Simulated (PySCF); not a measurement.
## Correlation energy of Sb⁺ (antimony, charge +1)

[Kr] 4d10 5s2 5p2, high-spin 3P determinant. All numbers are calculated (PySCF 2.14, a scalar-relativistic core potential, in cc-pVDZ-PP with ECP28MDF (4s3p2d, 23 functions)). Frozen: 4s2 4p6 4d10; 4 electrons correlated.

MP2 pair energies summed by pair of shells (mhartree):

| pair | energy | share (%) |
| --- | --- | --- |
| 5s-5p | -21.48 | 60.2 |
| 5s-5s | -10.69 | 30.0 |
| 5p-5p | -3.52 | 9.9 |

Total MP2 correlation energy: -35.69 mhartree.

Same-spin part -5.95 and opposite-spin part -29.74 mhartree; SCS-MP2 scales them by 1/3 and 6/5 to -37.67 mhartree.

```csv
level,correlation energy (mhartree)
CCSD,-49.92
(T),-0.51
CCSD(T),-50.43
```

Diagnostics: T1 = 0.0068, D1 = 0.0188, largest double amplitude 0.095.

Cost of the coupled-cluster step: 0.14 s of wall time on 1 thread of Neoverse-V1 (shared host), for 4 correlated electrons.

Iterations:

```
CC2 = 0
CCSD nocc = (np.int64(3), np.int64(1)), nmo = (14, 14)
frozen orbitals [[0, 1, 2, 3, 4, 5, 6, 7, 8], [0, 1, 2, 3, 4, 5, 6, 7, 8]]
max_cycle = 100
direct = 0
conv_tol = 1e-08
conv_tol_normt = 1e-06
diis_space = 8
diis_start_cycle = 0
Init t2, MP2 energy = -0.0356911769854405
Init E_corr(UCCSD) = -0.0356911769857534
cycle = 1  E_corr(UCCSD) = -0.0455469062911843  dE = -0.00985572931  norm(t1,t2) = 0.0461811
cycle = 2  E_corr(UCCSD) = -0.0483939673166324  dE = -0.00284706103  norm(t1,t2) = 0.0166493
cycle = 3  E_corr(UCCSD) = -0.0499204278138077  dE = -0.0015264605  norm(t1,t2) = 0.00708294
cycle = 4  E_corr(UCCSD) = -0.0499097570712473  dE = 1.06707426e-05  norm(t1,t2) = 0.00117183
cycle = 5  E_corr(UCCSD) = -0.0499189924377972  dE = -9.23536655e-06  norm(t1,t2) = 0.000152778
cycle = 6  E_corr(UCCSD) = -0.0499160960049992  dE = 2.8964328e-06  norm(t1,t2) = 1.96601e-05
cycle = 7  E_corr(UCCSD) = -0.049917086850255  dE = -9.90845256e-07  norm(t1,t2) = 3.56954e-06
cycle = 8  E_corr(UCCSD) = -0.0499168467732776  dE = 2.40076977e-07  norm(t1,t2) = 8.48282e-07
cycle = 9  E_corr(UCCSD) = -0.0499168874032151  dE = -4.06299375e-08  norm(t1,t2) = 1.54672e-07
cycle = 10  E_corr(UCCSD) = -0.0499168809692953  dE = 6.43391983e-09  norm(t1,t2) = 3.05433e-08
UCCSD converged
E(UCCSD) = -239.0065161963045  E_corr = -0.04991688096929528
UCCSD(T) correction = -0.000514067338390454
```
